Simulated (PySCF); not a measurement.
SiBr2, SMILES Br[Si]Br (connectivity only; charge and spin as stated), neutral, multiplicity 1.

The structure is a stationary point at PBE0-D3(BJ)/def2-TZVP. The isomer is the one that the SMILES or the coordinates give; other isomers of the formula were not compared.

Method: PBE0/def2-TZVPD in PySCF.

The total energy is -5437.16011 hartree and the point group is C2v. The highest occupied level is -7.57 eV. The lowest empty level comes out as -3.11 eV and the orbital gap is 4.46 eV. The dipole moment comes out as 0.177 e·Å and the quadrupole, principal values (traceless, Buckingham form, about the centre of nuclear charge) is -2.62, 0.32, 2.30 D·Å. The mean static polarisability comes out as 75.7 bohr³ (11.21 Å³) and the polarisability, principal values comes out as 55.7, 73.1, 98.1 bohr³.
